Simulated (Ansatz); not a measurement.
Consider the redistribution: `[CH3][Sn-]1[O]C(C(F)(F)F)=CC(C(F)(F)F)=[O+]1` + `C[CH2][Al]([F])[F]` → `C[CH2][Sn][CH3]` + `FC(F)(F)C1=CC(C(F)(F)F)=[O+][Al-]([F])([F])[O]1`.

Gas-phase electronic energies from Ansatz, PBE0-D4/def2-TZVP geometries. CCSD(T)/CBS adds triple-zeta CCSD(T) − MP2 to the extrapolated MP2 energy (def2 sets, frozen cores). DFT in def2-TZVPP. B3LYP here is the variant with VWN-RPA as its local correlation; programs differ in this. def2 core potentials past Kr. For Sn outer-core shells are correlated without core-valence functions, which leaves a few kJ/mol of doubt a bond. One conformer a species, not always the lowest.

`[CH3][Sn-]1[O]C(C(F)(F)F)=CC(C(F)(F)F)=[O+]1`:

```xyz
19

C     1.697   -2.280    0.520
Sn    2.586   -0.288    0.574
O     0.787    0.464    1.619
C    -0.344    0.684    1.132
C    -1.407    0.986    2.205
F    -1.515   -0.050    3.034
F    -1.045    2.053    2.913
F    -2.610    1.224    1.685
C    -0.731    0.701   -0.205
C     0.167    0.520   -1.253
C    -0.356    0.648   -2.695
F     0.288    1.627   -3.325
F    -1.661    0.912   -2.748
F    -0.140   -0.488   -3.354
O     1.392    0.270   -1.202
H     0.631   -2.236    0.288
H     1.825   -2.771    1.489
H     2.196   -2.890   -0.238
H    -1.760    0.914   -0.440
```

`C[CH2][Al]([F])[F]`:

```xyz
10

C     0.860    0.625   -0.803
C    -0.268   -0.355   -0.480
Al   -0.805   -0.447    1.379
F    -0.068    0.444    2.549
F    -2.030   -1.427    1.874
H     1.106    0.614   -1.869
H     1.774    0.387   -0.255
H     0.593    1.651   -0.541
H    -1.165   -0.122   -1.067
H     0.004   -1.372   -0.789
```

`C[CH2][Sn][CH3]`:

```xyz
12

C     0.617   -1.065   -0.730
C    -0.888   -0.896   -0.604
Sn   -1.685    1.033    0.104
C     0.149    1.677    1.110
H     1.126   -0.886    0.220
H     0.893   -2.072   -1.061
H     1.044   -0.365   -1.455
H    -1.395   -1.123   -1.548
H    -1.298   -1.620    0.116
H     0.974    1.727    0.392
H     0.430    0.941    1.871
H     0.033    2.650    1.587
```

`FC(F)(F)C1=CC(C(F)(F)F)=[O+][Al-]([F])([F])[O]1`:

Cartesian coordinates in Å:
```
F 2.355 -1.974 1.814
C 1.554 -2.007 0.768
F 0.686 -3.008 0.920
F 2.279 -2.250 -0.325
C 0.791 -0.682 0.599
C -0.090 -0.575 -0.467
C -0.804 0.597 -0.668
C -1.765 0.656 -1.868
F -2.677 -0.311 -1.760
F -1.084 0.457 -2.997
F -2.380 1.818 -1.940
O -0.747 1.637 0.042
Al 0.291 1.865 1.518
F -0.666 1.985 2.844
F 1.442 2.991 1.207
O 1.036 0.207 1.458
H -0.220 -1.407 -1.144
```

(1) Is it downhill or uphill in electronic energy at CCSD(T)/CBS, and by how much? (An estimate is asked.)

(2) What do these levels give: B97M-V, PBE0-D4, B3LYP-D4, BHLYP-D4, ωB97X-V, ωB97M-V, RPA@PBE/def2-TZVPP, HF/def2-SVP, CCSD(T)/def2-SVP, SCS-MP2/def2-TZVPP, CCSD/def2-TZVPP, CCSD/CBS(def2)? (Estimate.)

Largest T1 diagnostic among the species: 0.016.

## Answers

(1) Computed: Downhill: ΔE = -61.0 kJ/mol.

(2) Ansatz gave: B97M-V -58.1, PBE0-D4 -63.2, B3LYP-D4 -58.2, BHLYP-D4 -70.8, ωB97X-V -60.0, ωB97M-V -60.4, RPA@PBE/def2-TZVPP -67.7, HF/def2-SVP -75.8, CCSD(T)/def2-SVP -63.8, SCS-MP2/def2-TZVPP -66.4, CCSD/def2-TZVPP -75.2, CCSD/CBS(def2) -65.7 kJ/mol.

From r2SCAN to r2SCAN0 (25 % exact exchange), in def2-TZVPP and without D4, ΔE moves by −9.0 kJ/mol. In def2-TZVPP, CCSD(T) changes the Hartree–Fock value by +15.4 kJ/mol (the triples alone add +4.7 kJ/mol) and MP2 by +21.1 kJ/mol.
